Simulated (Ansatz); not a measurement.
A set of 12 reactions (ligand exchange), with CCSD(T)/CBS values in kJ/mol:

```json
{"reaction": "`[OH][InH][ZnH]` + CH₃NH₂ → `C[NH][ZnH]` + `[OH][InH2]`", "ΔE": "59.5"}
{"reaction": "`N[SiH2][SiH3]` + `[CH3][AlH][SH]` → `[CH3][AlH][S][SiH3]` + `N[SiH3]`", "ΔE": "-64.8"}
{"reaction": "`BBCCCl` + `C[SiH](F)P` → `BP[SiH](C)F` + `BCCCl`", "ΔE": "-51.8"}
{"reaction": "`O[SiH](F)[SiH](Cl)Cl` + HCl → `Cl[SiH](Cl)Cl` + `O[SiH2]F`", "ΔE": "-109.6"}
{"reaction": "`S[SiH2]CCl` + CH₃NH₂ → `CN[SiH2]CCl` + H₂S", "ΔE": "6.5"}
{"reaction": "`C[O][Sc]([Cl])[O][SiH3]` + `N=CF` → `F/C=N/[SiH3]` + `C[O][Sc]([OH])[Cl]`", "ΔE": "66.0"}
{"reaction": "`[OH][InH][ZnH]` + CH₃SH → `C[S][ZnH]` + `[OH][InH2]`", "ΔE": "-13.7"}
{"reaction": "`[GeH3][Te][GeH3]` + `OCBCl` → `ClBC[O][GeH3]` + `[GeH3][TeH]`", "ΔE": "58.8"}
{"reaction": "`C[O][GeH2][CH3]` + H₂Se → `[CH3][GeH2][SeH]` + CH₃OH", "ΔE": "-31.5"}
{"reaction": "`B/C(N)=[CH]/[SnH3]` + `N[AsH2]` → `B[AsH]N` + `N/C=[CH]/[SnH3]`", "ΔE": "3.9"}
{"reaction": "`[AlH2][B]([SiH3])O[SiH3]` + `[CH2]1[NH][AlH]1` → `[AlH2][N]1[CH2][AlH]1` + `[SiH3]BO[SiH3]`", "ΔE": "-142.1"}
{"reaction": "`BOC[SiH2]Br` + `OC[AsH2]` → `B[AsH]CO` + `OC[SiH2]Br`", "ΔE": "120.0"}
```

Gas-phase electronic energies from Ansatz, PBE0-D4/def2-TZVP geometries. CCSD(T)/CBS adds triple-zeta CCSD(T) − MP2 to the extrapolated MP2 energy (def2 sets, frozen cores). This one scheme is used for every species. Double bonds are as drawn, so ΔE can hold a change between cis and trans. DFT in def2-TZVPP. B3LYP here is the variant with VWN-RPA as its local correlation; programs differ in this. Elements past krypton have def2 core potentials. For As, Br, Ge, In, Sc, Se, Sn, Te, Zn outer-core shells are correlated without core-valence functions, which leaves a few kJ/mol of doubt a bond. Scalar relativity is left out up to krypton. One conformer a species, not always the lowest.

Question: Give the mean, mean absolute and largest difference (level minus CCSD(T)/CBS, kJ/mol) for: B3LYP-D4, ωB97X-V, r2SCAN, B3LYP, HF/def2-TZVPP, MP2/def2-TZVPP, SCS-MP2/def2-TZVPP, CCSD/def2-TZVPP, CCSD(T)/def2-TZVPP, HF/def2-QZVPP, SCS-MP2/def2-QZVPP, HF/CBS(def2), MP2/CBS(def2), CCSD/CBS(def2). (Best estimate.)

Answer: Ansatz gave: 
| level | mean | mean absolute | largest |
| --- | --- | --- | --- |
| B3LYP-D4 | 2.2 | 4.5 | 10.4 |
| ωB97X-V | -0.2 | 4.0 | -8.0 |
| r2SCAN | 0.1 | 3.5 | -5.9 |
| B3LYP | 2.2 | 5.3 | 10.0 |
| HF/def2-TZVPP | -1.8 | 9.9 | -27.4 |
| MP2/def2-TZVPP | -4.8 | 5.0 | -14.2 |
| SCS-MP2/def2-TZVPP | -3.6 | 5.7 | -16.2 |
| CCSD/def2-TZVPP | -0.7 | 3.5 | -10.6 |
| CCSD(T)/def2-TZVPP | -0.8 | 2.7 | -9.1 |
| HF/def2-QZVPP | -2.0 | 10.2 | -28.3 |
| SCS-MP2/def2-QZVPP | -3.3 | 5.0 | -15.0 |
| HF/CBS(def2) | -2.0 | 10.2 | -28.5 |
| MP2/CBS(def2) | -4.0 | 5.6 | -11.5 |
| CCSD/CBS(def2) | 0.2 | 1.7 | 3.3 |

The largest T1 diagnostic in the set is 0.017, for `[OH][InH][ZnH]` (customary mark 0.02).

CCSD(T)/CBS is a level of theory with its own doubt, and the functionals carry their triple-zeta basis error, so these figures describe this set and don't rank the functionals.
